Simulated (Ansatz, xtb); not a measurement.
**C2H6F2Ge: which of two isomers lies lower**

Structure a is `C[CH2][GeH]([F])[F]`, a singlet and structure b is `[CH3][Ge]([CH3])([F])[F]`, a singlet. Both are isolated molecules in the gas phase, relaxed with PBE-D3(BJ)/def2-SVP; the shapes shown needn't be the lowest conformers.

a (Å):

```xyz
11

C    -2.2710   -0.3766    1.5904
C    -1.0685   -1.3237    1.5148
F     0.6951    0.9785    0.7868
F     1.8046   -1.5641    0.6007
Ge    0.3219   -0.6714    0.3118
H    -3.0295   -0.7505    2.3077
H    -2.7746   -0.2677    0.6077
H    -1.9631    0.6356    1.9196
H    -0.5779   -1.4485    2.5026
H    -1.3576   -2.3389    1.1702
H     0.0879   -0.6538   -1.2193
```

b (Å):

```xyz
11

C    -2.5271   -0.3792    1.6504
C     0.5701   -1.5481    1.0542
F    -0.1687    1.3551    1.0130
F    -1.1627   -0.2452   -1.0136
Ge   -0.8308   -0.2464    0.7135
H    -3.0077   -1.3516    1.4288
H    -3.1938    0.4391    1.3183
H    -2.3647   -0.2946    2.7423
H     1.4516   -1.3093    0.4295
H     0.8630   -1.5194    2.1215
H     0.2119   -2.5652    0.8028
```

Question: Which of the two would you expect CCSD(T)/def2-SVP + ΔMP2/def2-TZVPP electronic energies to favour?

Answer: Structure b; the calculation gives E(b) − E(a) = −14.1 kcal/mol.

How the difference moves with the method:

```csv
level,geometry,E(b) − E(a) (kcal/mol),departure from the last row (kcal/mol),"job, with rough time for the two"
GFN2-xTB,GFN2-xTB,−0.8,+13.3,"optimisation, 0.1 s"
HF/STO-3G,GFN2-xTB,−11.9,+2.2,"single point, 0.4 s"
r2SCAN-D4/def2-SVP,GFN2-xTB,−12.4,+1.7,"single point, 4.1 s"
PBE-D3(BJ)/def2-SVP,PBE-D3(BJ)/def2-SVP,−11.5,+2.6,"optimisation, 26 s"
HF/def2-SVP,PBE-D3(BJ)/def2-SVP,−12.0,+2.1,part of the CCSD(T) run
MP2/def2-SVP,PBE-D3(BJ)/def2-SVP,−11.8,+2.3,part of the CCSD(T) run
CCSD(T)/def2-SVP,PBE-D3(BJ)/def2-SVP,−11.0,+3.1,single point
CCSD(T)/def2-SVP + ΔMP2/def2-TZVPP,PBE-D3(BJ)/def2-SVP,−14.1,,"single point, 57 s"
```

As drawn, b has 1 C–Ge, 1 C–H in place of 1 C–C, 1 Ge–H.

The levels shown agree on the order. The largest departure from CCSD(T)/def2-SVP + ΔMP2/def2-TZVPP is that of GFN2-xTB, 13.3 kcal/mol. The last row adds to CCSD(T) the change of the MP2 difference between the two basis sets, here −3.1 kcal/mol, a large step that makes the value less sure.

With harmonic frequencies from PBE-D3(BJ)/def2-SVP (ideal gas, rigid rotor, one conformer each, 298.15 K, 1 atm): on the last row, ΔE + ΔZPE = −14.3 kcal/mol. A mode under 50 cm⁻¹ makes harmonic enthalpies and free energies unreliable, so none is given.

The correlated steps freeze 13 core orbitals; the filled d shell of Ge is correlated, in a basis made for valence electrons. Codes used: Ansatz 0.2.0, xtb 6.7.1; the last row on 2 threads of Arm Neoverse V2 on a shared host.
